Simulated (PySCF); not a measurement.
A side-by-side comparison of computed properties.

First species: C5H7F3O.
SMILES: `CO[C@H](C)C(F)=C(F)F`

Second species: C4H10SSi2.
InChI=1S/C4H10SSi2/c1-4(5)7-3-2-6/h2-3H,7H2,1,6H3/b3-2+

Levels: B3LYP/def2-SVPD for dipole moment, HOMO energy, LUMO energy, HOMO–LUMO gap, static isotropic polarisability and electronic spatial extent ⟨r²⟩ about the centre of nuclear charge; TDDFT B3LYP/def2-SVPD for lowest singlet excitation; TDA B3LYP/def2-SVPD for lowest triplet excitation (Tamm–Dancoff); GFN2-xTB for rotational constant A and rotational constant C. Geometries: GFN2-xTB. Each species is one conformer at its optimised geometry, gas phase, non-relativistic unless stated; the electronic structure was computed with PySCF and density fitting.

The conformers computed, where there is a choice (atom-mapped SMILES and torsion angles):
- `[CH3:1][O:2][C@H:3]([CH3:4])[C:5]([F:6])=[C:7]([F:8])[F:9]`: C1–O2–C3–C4 -167°, O2–C3–C5–F6 75°
- `[CH3:1][C:2](=[S:3])[SiH2:4]/[CH:5]=[CH:6]/[SiH3:7]`: C1–C2–Si4–C5 -75°, C2–Si4–C5–C6 125°

Problem. Which of the two has the higher ⟨r²⟩, and by how much?

Solution. The second: 2284 bohr² against 1249 bohr², a difference of 1035 bohr².

Problem. Which of the two has the higher LUMO energy, and by how much?

Solution. The first: -0.07 eV against -2.61 eV, a difference of 2.54 eV.

Problem. Which has the higher static isotropic polarisability?

Solution. The second: 130.6 au against 69.2 au, a difference of 61.4 au.

Problem. Which has the higher S1 energy?

Solution. The first: 6.44 eV against 2.07 eV, a difference of 4.37 eV.

Problem. Which of the two has the higher HOMO energy, and by how much?

Solution. The second: -6.02 eV against -7.44 eV, a difference of 1.42 eV.

Problem. Which of the two has the higher rotational constant A, and by how much?

Solution. The second: 3.111 GHz against 2.107 GHz, a difference of 1.004 GHz.

Problem. Which has the higher dipole moment?

Solution. The second: 2.54 D against 1.67 D, a difference of 0.87 D.

Problem. Which of the two has the higher T1 energy, and by how much?

Solution. The first: 4.54 eV against 1.57 eV, a difference of 2.97 eV.

On the first: The principal polarisabilities are 59.4, 68.4 and 79.9 au; their mean is the isotropic value. The 8 singlets span 6.44 to 7.73 eV, and their oscillator strengths add up to 0.37.

On the second: The principal polarisabilities are 106.1, 110.3 and 175.4 au; their mean is the isotropic value. In atomic units the dipole is 1.00 e·bohr (1 au = 2.5417 D).
